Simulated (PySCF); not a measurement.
Computed shifts of a molecule C₅H₄F₂O, PySCF with B3LYP/pcSseg-1, GIAO, gas phase, equivalent atoms averaged, in ppm (number of nuclei): ¹³C: 198.9 (1), 162.3 (1), 129.7 (1), 99.8 (1), 33.7 (1). ¹⁹F: -118.9 (1), -208.4 (1). ¹H: 7.95 (1), 5.44 (1), 3.39 (1), 3.00 (1). References: ¹⁷O against H2O (σ = 333.8 ppm); ¹³C against TMS (σ = 181.3 ppm); ¹⁹F against CFCl3 (σ = 161.7 ppm); ¹H against TMS (σ = 31.68 ppm), references at their B3LYP-D3(BJ)/def2-TZVP geometries, non-relativistic. Coordinates come from a PBE0-D3(BJ)/def2-SVP optimisation. Other conformers were not sampled.

Problem. Pick the molecule that these values belong to.
A) Cc1c(F)coc1F
B) O=C1/C(=C/F)C[C@H]1F
C) O=CCC=C=C(F)F
D) FC1=COCC(F)=C1

Solution. B, O=C1/C(=C/F)C[C@H]1F
